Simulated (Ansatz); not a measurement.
Consider the formal hydrolysis of a B–Sn bond: `FC[BH][SnH3]` + H₂O → `OBCF` + `[SnH4]`.

Program: Ansatz. Geometries: PBE0-D4/def2-TZVP. ΔE: electronic, gas phase. CCSD(T)/CBS is the MP2 limit (def2-TZVPP, def2-QZVPP) plus CCSD(T) − MP2 in def2-TZVPP, frozen cores. This one scheme is used for every species. Functionals use def2-TZVPP. def2 core potentials past Kr. For Sn outer-core shells are correlated without core-valence functions, which leaves a few kJ/mol of doubt a bond. Each species was taken in one conformer, which may not be the lowest.

`FC[BH][SnH3]`:

Z-matrix (Å, degrees):
```
C
B 1 1.544
F 1 1.389 2 115.8
H 1 1.102 2 109.5 3 122.5
H 1 1.102 2 109.5 3 -122.5
Sn 2 2.249 1 121.3 3 0.0
H 2 1.196 1 116.1 3 180.0
H 6 1.710 2 112.4 1 -179.2
H 6 1.708 2 110.6 1 60.5
H 6 1.708 2 110.8 1 -58.8
```

H₂O:

```xyz
3

O     0.143    0.070    0.355
H    -0.491   -0.605    0.103
H     0.348    0.535   -0.458
```

`OBCF`:

Z-matrix (Å, degrees):
```
C
B 1 1.572
F 1 1.389 2 112.6
H 1 1.098 2 110.8 3 -121.2
H 1 1.098 2 110.7 3 121.1
O 2 1.352 1 116.8 3 179.8
H 2 1.201 1 122.0 3 -0.2
H 6 0.960 2 113.6 1 180.0
```

`[SnH4]`:

```xyz
5

Sn    0.000    0.000    0.000
H     0.745   -1.182   -0.975
H    -1.333   -0.688    0.808
H    -0.532    1.290   -0.978
H     1.121    0.580    1.145
```

```csv
level,ΔE (kJ/mol)
PBE-D4,-138.9
MP2/def2-QZVPP,-137.5
```

Task: What does CCSD(T)/CBS give? (Best estimate.)

Result: The calculation gave: -135.2 kJ/mol. The listed levels differ from it by -3.7, -2.3 kJ/mol.

Largest T1 diagnostic among the species: 0.013.

In def2-TZVPP, CCSD(T) changes the Hartree–Fock value by +19.1 kJ/mol (the triples alone add +1.3 kJ/mol) and MP2 by +20.8 kJ/mol. The D4 term adds +5.9 kJ/mol with B3LYP and +3.3 kJ/mol with PBE0; it sums over pairs of atoms, weighted by their polarisabilities, and B3LYP, whose exchange is more repulsive, gets the larger term.

B3LYP here is the variant with VWN-RPA as its local correlation; programs differ in this.
